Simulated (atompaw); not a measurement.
# Which setting gave this result? (As (Z = 33), PAW (atompaw))

Base potential:

| Quantity | Value |
| --- | --- |
| Element | As (Z = 33) |
| Generator | atompaw 4.2.0.5 |
| Type | PAW |
| Functional | LDA (PW92) |
| Relativity | scalar-relativistic |
| Frozen core | [Ne] 3s2 |
| Valence charge | 21 |
| Reference configuration | 3p6 3d10 4s2 4p2 (charge +1) |
| Partial waves | 4s (bound): rc 1.50 bohr; 4s channel at -0.4 Ry: rc 1.50 bohr; 3p (bound): rc 0.90 bohr; 4p (bound): rc 1.05 bohr; 3d (bound): rc 1.50 bohr; 3d channel at -1.9 Ry: rc 1.15 bohr |
| Local potential | bessel scheme, radius 1.20 bohr |
| Core correction | smooth core density matched at 0.80 bohr |
| Augmentation charge | sinc compensation charge, radius 1.50 bohr; PAW radius 1.50 bohr; waves and projectors: custom rrkj gramschmidtortho |

Cutoffs, loose and tight: the cutoffs (Ry, on a coarse ladder) from which the occupation-weighted sum of valence levels, in a spherical-Bessel basis at the reference potential, stays within 10 and 1 mRy of its value at 400 Ry. They see the waves, projectors and local potential, not the compensation charge or the core.

Only the scale of all radii (base = 1) is moved:

```
scale of all radii (base = 1)  cutoff, loose  cutoff, tight  bound ghosts
                         0.74         200 Ry    over 300 Ry             s
                         0.94         160 Ry         230 Ry          none
                         1.07         140 Ry         230 Ry          none
                         1.18         100 Ry         160 Ry          none
                         1.27          90 Ry         120 Ry          none
```

Question: One more run gave cutoff, loose: 180 Ry; cutoff, tight: 260 Ry; bound ghosts: s. Which value of the scale of all radii (base = 1) was used?

Answer: 0.89. The loose cutoff moves one way along this sweep, from 200 Ry at 0.74 to 90 Ry at 1.27, which places the run between 0.74 and 0.94.
